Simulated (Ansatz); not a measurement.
CH2I (SMILES [CH2]I), charge 0, multiplicity 2, relaxed at each level with Ansatz (a first-principles code); harmonic frequencies from differences of analytic forces, average atomic masses, frozen cores. Open shells are unrestricted. Elements past Kr take the def2 small-core potentials, without spin–orbit coupling. Negative entries are imaginary modes: that level's stationary point is a saddle.

```csv
level,harmonic frequencies (cm⁻¹),ZPE (eV),cost over HF/def2-TZVPP (rough)
HF/def2-TZVPP,-182 633 904 1465 3300 3453,0.605,×1
r2SCAN/def2-TZVPP,235 626 853 1349 3166 3323,0.592,×1
B3LYP/def2-TZVPP,194 616 849 1357 3167 3319,0.589,×1
MP2/def2-TZVPP,93 658 875 1404 3232 3385,0.598,×3
CCSD(T)/def2-SVP,-119 609 852 1376 3196 3356,0.582,×2
CCSD(T)/def2-TZVPP,165 629 856 1382 3182 3330,0.592,×20
```
